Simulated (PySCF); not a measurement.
CH3ClF2Si, SMILES C[Si](F)(F)Cl. Geometry optimised at PBE-D3(BJ)/def2-SVP.

Method: PBE-D3(BJ)/def2-SVP in PySCF.

Harmonic wavenumbers (cm⁻¹): 129, 173, 191, 245, 282, 319, 525, 712, 761, 786, 888, 949, 1233, 1373, 1376, 2990, 3094, 3098. Rotational constants (GHz): 3.596, 2.307, 2.220; symmetry number 1.

Problem. Work out the zero-point energy and the ideal-gas rigid-rotor harmonic-oscillator thermochemistry at 298.15 K and 1 atm.

Solution. ZPE = ½ Σ hcν = ½ × 19124 cm⁻¹ = 114.39 kJ/mol. H − E(el) = 134.31 kJ/mol. Entropy in J/(mol K): translation 168.09, rotation 114.05, vibration 58.07, total 340.22. G − E(el) = 32.88 kJ/mol. Cp = 98.23 J/(mol K). Modes under 150 cm⁻¹ make the vibrational entropy uncertain.
